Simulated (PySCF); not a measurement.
Compound: C6H6F2.
Atom-mapped SMILES: `[F:1][CH2:2][C:3]#[C:4]/[CH:5]=[CH:6]\[CH2:7][F:8]` (hydrogens: H9, H10 on C2; H11 on C5; H12 on C6; H13, H14 on C7)

Cartesian coordinates in Å at the GFN2-xTB level; atoms count from 1:
```
atom  x, y, z in Å
F1     2.685    1.563    0.998
C2     2.873    0.427    0.241
C3     1.609   -0.112   -0.213
C4     0.521   -0.504   -0.551
C5    -0.723   -1.010   -0.973
C6    -1.890   -0.601   -0.478
C7    -2.023    0.453    0.571
F8    -3.155    0.246    1.322
H9     3.398   -0.296    0.879
H10    3.505    0.712   -0.610
H11   -0.683   -1.765   -1.747
H12   -2.819   -1.021   -0.834
H13   -1.169    0.459    1.256
H14   -2.131    1.448    0.117
```

Theory: TDDFT CAM-B3LYP/def2-SVPD, vertical, gas phase, core orbitals frozen in the response (PySCF).

Transition dipole moments from the ground state, in atomic units and in the frame of the coordinates above (overall signs are arbitrary), for the states with f of 0.002 or more among the lowest 8:

```tsv
state	E (eV)	μx	μy	μz
S1	5.513	-0.918	0.026	0.067
S2	5.595	1.191	-0.083	-0.119
S5	7.229	-1.441	0.013	0.142
S6	7.557	-0.006	0.233	-0.231
S8	7.761	-0.136	-0.032	-0.071
```

(1) Work out the oscillator strengths.

(2) What angle do the transition dipoles of S1 and S6 make?

(3) How is the summed strength of these states shared among x, y and z?

(4) What peak molar absorption coefficient would the strongest computed level give as a lone Gaussian band 0.5 eV wide at half height?

## Answers

(1) f = (2/3) ΔE |μ|² with ΔE in hartree (27.2114 eV).

```tsv
state	|μ|² (au)	|μ| (D)	f
S1	0.848	2.34	0.114
S2	1.440	3.05	0.197
S5	2.098	3.68	0.372
S6	0.108	0.83	0.020
S8	0.025	0.40	0.005
```

(2) |cos θ| = |μa·μb| / (|μa| |μb|) = 0.01, so θ ≈ 89° (taken between 0 and 90°, since the signs are arbitrary).

(3) (2/3) Σ ΔE μα² gives 0.680 for x, 0.011 for y and 0.017 for z, 0.708 in all.

(4) ε(max) = 2.175×10⁸ f / FWHM, with the width in cm⁻¹. S5: 2.175×10⁸ × 0.3715 / 4033 ≈ 20000 L mol⁻¹ cm⁻¹.

One conformer stands for the species.
